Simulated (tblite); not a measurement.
Compound: C₇H₁₁NOSi.
Atom-mapped SMILES: `[CH2:1]=[CH:2][CH:3]([CH:4]=[CH2:5])[C@@H:6]([C:7]#[N:8])[O:9][SiH3:10]` (hydrogens: H11, H12 on C1; H13 on C2; H14 on C3; H15 on C4; H16, H17 on C5; H18 on C6; H19, H20, H21 on Si10)

Computed geometry: GFN2-xTB, gas phase.

Task: List the bond lengths, angles and torsions at this level.

Result: 
```csv
bond,length (pm)
C1=C2,131.9
C2–C3,150.1
C3–C4,150.1
C4=C5,131.9
C3–C6,155.5
C6–C7,145.4
C7≡N8,114.3
C6–O9,139.2
O9–Si10,162.2
C1–H11,107.6
C1–H12,107.8
C2–H13,108.2
C3–H14,109.5
C4–H15,108.2
C5–H16,107.6
C5–H17,107.8
C6–H18,110.3
Si10–H19,145.0
"Si10–H20, Si10–H21",146.6
```

Bonds in one row agree within 1 pm and their mean is given. A selection of angles:
```csv
angle,degrees
C1–C2–C3,124.0
C2–C3–C4,110.9
C2–C3–C6,109.3
C4–C3–C6,109.8
C3–C4–C5,123.8
C3–C6–C7,110.0
C3–C6–O9,112.0
C7–C6–O9,108.7
C6–C7–N8,179.7
C6–O9–Si10,129.9
```

Torsions: C1–C2–C3–C4 125° (anticlinal); C2–C3–C4–C5 -125° (anticlinal); C2–C3–C6–C7 -60° (synclinal); C3–C6–O9–Si10 71° (synclinal).

Si10 (oxygen-bound silicon) is distorted tetrahedral (angles from 98.5° to 114.8°). The 6 C–C bonds span 1.319 Å (C1=C2, drawn double) to 1.555 Å (C3–C6, drawn single), a spread of 0.236 Å. Of the pairs four or more bonds apart, C7···H13 is among the closest relative to their van der Waals radii: 2.68 Å, 92 % of the sum of Bondi's values.

Point group: C1 (no symmetry element, even within 0.4 Å). Its GFN2-xTB frequencies are all real (lowest 36 cm⁻¹). The numbers are those of one conformer. 3 starts were optimised and ended at 0.00, 0.48 and 0.78 kcal/mol (GFN2-xTB); the lowest of these is shown.

The run took 1.5 s of wall time on one thread of an Arm Neoverse V2, on a shared host. These figures are those of the optimisation.
